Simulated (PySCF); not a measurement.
NMR data simulated for an unnamed compound:

$^{1}$H NMR (500 MHz, computed): δ 5.06 (q, 2H), 3.33 (t, 3H), 1.25 (s, 9H), -0.30 (br s, 1H).

$^{13}$C{$^{1}$H} NMR (computed): δ 50.7 (C), 33.4 (CH3).

Method: coordinates at the GFN2-xTB level, GIAO PBE0/pcSseg-1 shieldings, in PySCF (no solvent, rapidly exchanging positions averaged, non-relativistic Hamiltonian, one computed conformer).

Shifts are taken against calculated references (same method and geometry level): $^{1}$H and $^{13}$C against TMS.

Which of these does the molecule contain: an S-methyl group, an aldehyde, an amide, an NH or NH2 group, a tert-butyl group, a Si–H bond?

Results:


- An S-methyl group: no.
- An aldehyde: no.
- An amide: no.
- An NH or NH2 group: yes (δH -0.30 (br s)).
- A tert-butyl group: yes (δC 33.4, 50.7; δH 1.25 (s)).
- A Si–H bond: yes (δH 5.06 (q)).

The data belong to `CC(C)(C)N[SiH2][SiH3]`, C₄H₁₅NSi₂; they needn't prove each group on their own.

Carbon signals by region: 1 at 50–100 ppm, 1 below 50 ppm.

The OH or NH signal is concentration- and solvent-dependent in practice; the value given is the gas-phase one. Shifts are as computed. Against solution values, carbons near 30 ppm lie about +3 ppm off and those near 130 ppm about +5 ppm. Of 1309 compounds with measured shifts, 239 miss one by over three times the rms of a fit or turn the order of signals round; such compounds aren't used in these exercises. No couplings were computed; multiplicities are counted from neighbouring protons, with m where these are inequivalent, close in shift, in a saturated or five-membered ring or joined by F or P, and br s for small geminal =CH2 splittings.
